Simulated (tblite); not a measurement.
Compound: C₅H₁₀SSi.
Z-matrix (Å and degrees, GFN2-xTB geometry), rows numbered from 1:
```
C 
C   1  1.5195
C   2  1.5110  1  115.91
C   3  1.3343  2   93.46  1  -116.29
S   4  1.7453  3  136.34  2   179.99
Si  5  2.1499  4  101.51  3    -2.90
C   4  1.5042  3   94.94  2    -0.36
H   1  1.0879  2  110.37  3   168.21
H   1  1.0879  2  110.39  3   -71.78
H   1  1.0877  2  110.23  3    48.04
H   2  1.0929  1  110.23  3   131.37
H   3  1.0741  2  131.98  1    63.23
H   6  1.4522  5  102.05  4  -178.97
H   6  1.4570  5  108.36  4    61.43
H   6  1.4574  5  108.19  4   -59.46
H   7  1.0882  2  115.62  1  -127.71
H   7  1.0878  2  114.78  1     1.17
```

All values are computed: GFN2-xTB (tblite) harmonic vibrations without scaling, gas phase. This tight-binding method is rough: wavenumbers can miss measured ones by several per cent, in bad cases by 10 to 20. Modes of hydrogen on silicon can be 10 to 20 % off. One conformer, not necessarily the lowest.

Harmonic wavenumbers (cm⁻¹): 37.1, 100.7, 112.9, 139.3, 203.5, 258.5, 344.4, 363.6, 434.8, 495.5, 524.5, 531.0, 578.3, 735.7, 754.0, 761.2, 782.2, 826.7, 913.4, 933.6, 945.6, 1029.5, 1039.2, 1075.5, 1142.9, 1150.1, 1192.1, 1195.6, 1241.0, 1319.0, 1404.1, 1453.6, 1494.8, 1499.2, 1642.3, 2311.0, 2321.9, 2367.3, 2938.3, 3000.8, 3012.3, 3028.7, 3032.0, 3037.1, 3122.7.

A = 4182, B = 924.4, C = 805.2 MHz; mass 130.027 u (most abundant isotopes); point group C1, symmetry number 1.

Question: What is the zero-point energy?

Answer: Half the sum of the wavenumbers: 28414 cm⁻¹ = 81.24 kcal/mol.

Question: What is S at 273.15 K and 1 bar for an ideal gas of classical rigid rotors and harmonic oscillators?

Answer: Translation 40.09, rotation 28.76, vibration 23.86: S = 92.7 cal/(mol K).

Question: And Cp and H(273.15 K) − H(0)?

Answer: Cp = 33.65 cal/(mol K), of which vibrations give 25.70 (their classical limit is 45 R = 89.4); H(273.15 K) − H(0) = 5.64 kcal/mol without the zero-point energy, 3.47 from vibrations.

Question: Which modes carry the vibrational entropy at 273.15 K?

Answer: 37.1 cm⁻¹: 5.23; 100.7 cm⁻¹: 3.27; 112.9 cm⁻¹: 3.05; 139.3 cm⁻¹: 2.65; 203.5 cm⁻¹: 1.94; 258.5 cm⁻¹: 1.52 cal/(mol K); the other 39 give 6.20 together.

Question: How do the functions run with temperature in this model?

Answer: 
```tsv
T (K)	S (cal/(mol K))	Cp (cal/(mol K))	H − H(0) (kcal/mol)	G − H(0) (kcal/mol)	ln q(vib)
100	68.6	17.4	1.24	-5.61	1.61
200	83.4	26.6	3.44	-13.24	3.92
300	96.0	36.2	6.58	-22.22	6.25
500	118.5	52.5	15.54	-43.73	10.94
800	146.8	67.8	33.79	-83.68	17.69
1000	162.7	74.4	48.04	-114.67	21.86
```

q(vib) and H(0) count from the zero-point level.

Hindered rotation and anharmonicity are outside this model. Other conformers, if any are populated, would add a mixing term that is left out. The structure is chiral; the term R ln 2 for an equal mix with its mirror image is left out.
